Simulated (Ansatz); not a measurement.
Geometry optimisation, RKS r2SCAN-D4/def2-mTZVP in Ansatz 0.2.0.

input.yaml

```yaml
crystal:
  periodic: [false, false, false]
  atoms:
    - { symbol: Si, position_ang: [0.2931, 0.2972, -0.5589] }
    - { symbol: O, position_ang: [-0.42, 1.5963, 0.8825] }
    - { symbol: "N", position_ang: [1.6902, 0.8211, 0.1764] }
    - { symbol: H, position_ang: [0.8531, 1.5001, 0.977] }
    - { symbol: H, position_ang: [-0.1204, 1.0354, -1.7689] }
    - { symbol: Si, position_ang: [-0.8632, -1.6601, -0.181] }
    - { symbol: H, position_ang: [-0.6573, 2.4598, 0.55] }
    - { symbol: H, position_ang: [2.5992, 0.399, 0.2532] }
    - { symbol: H, position_ang: [-0.7891, -2.5259, -1.3711] }
    - { symbol: H, position_ang: [-2.2858, -1.4707, 0.1218] }
    - { symbol: H, position_ang: [-0.3, -2.4521, 0.9191] }
basis:
  gaussian: { orbitals: def2-mTZVP }
hamiltonian:
  xc: r2scan
  dispersion: d4
relax:
  f_tol: 0.15
  max_steps: 25
  restrain:
    - { distance: [3, 1], at: 2.27, k: 30.0 }
    - { distance: [0, 1], at: 1.77, k: 30.0 }
    - { distance: [3, 2], at: 1.02, k: 30.0 }
```

Run as:

```bash
$ ansatz run input.yaml --threads 4 --pin off --max-ram 5120MiB --backend cpu --events-out ev --progress --plain --runs-dir out
```

Problem. Where does it end, and by what steps?

Solution. The run converged. The restraints hold the end off the free minimum. After 14 steps the energy has fallen by 2.641 eV (the restraints' own energy left out); H4 moved furthest, 0.92 Å. Joined: N3–H4 (1.34 → 1.02 Å).

```json
{"step": "0", "energy less start (eV)": "0.0000", "largest force component (eV/Å)": "2.246", "accepted": "yes"}
{"step": "1", "energy less start (eV)": "-0.7740", "largest force component (eV/Å)": "2.421", "accepted": "yes"}
{"step": "2", "energy less start (eV)": "-1.7100", "largest force component (eV/Å)": "2.427", "accepted": "yes"}
{"step": "3", "energy less start (eV)": "-2.3819", "largest force component (eV/Å)": "1.011", "accepted": "yes"}
{"step": "4", "energy less start (eV)": "-2.4858", "largest force component (eV/Å)": "1.042", "accepted": "yes"}
{"step": "5", "energy less start (eV)": "-2.5235", "largest force component (eV/Å)": "1.135", "accepted": "no"}
{"step": "6", "energy less start (eV)": "-2.5325", "largest force component (eV/Å)": "1.038", "accepted": "yes"}
{"step": "7", "energy less start (eV)": "-2.5574", "largest force component (eV/Å)": "1.050", "accepted": "yes"}
{"step": "8", "energy less start (eV)": "-2.5516", "largest force component (eV/Å)": "1.610", "accepted": "no"}
{"step": "9", "energy less start (eV)": "-2.5714", "largest force component (eV/Å)": "1.067", "accepted": "yes"}
{"step": "10", "energy less start (eV)": "-2.5824", "largest force component (eV/Å)": "1.173", "accepted": "yes"}
{"step": "11", "energy less start (eV)": "-2.5935", "largest force component (eV/Å)": "1.410", "accepted": "yes"}
{"step": "12", "energy less start (eV)": "-2.6289", "largest force component (eV/Å)": "1.059", "accepted": "yes"}
{"step": "13", "energy less start (eV)": "-2.6157", "largest force component (eV/Å)": "1.224", "accepted": "no"}
{"step": "14", "energy less start (eV)": "-2.6413", "largest force component (eV/Å)": "0.983", "accepted": "yes"}
```

```xyz
11
Properties=species:S:1:pos:R:3
Si 0.079 0.605 -0.357
O -0.498 1.706 0.838
N 1.741 0.726 0.062
H 1.755 1.330 0.882
H -0.261 1.156 -1.704
Si -0.828 -1.558 -0.148
H -1.260 2.238 0.568
H 2.359 -0.065 0.173
H -0.324 -2.453 -1.232
H -2.316 -1.525 -0.241
H -0.447 -2.161 1.160
```

Time of the run: 52 s on 4 threads of Arm Neoverse N1 (shared host), peak memory 0.17 GiB.
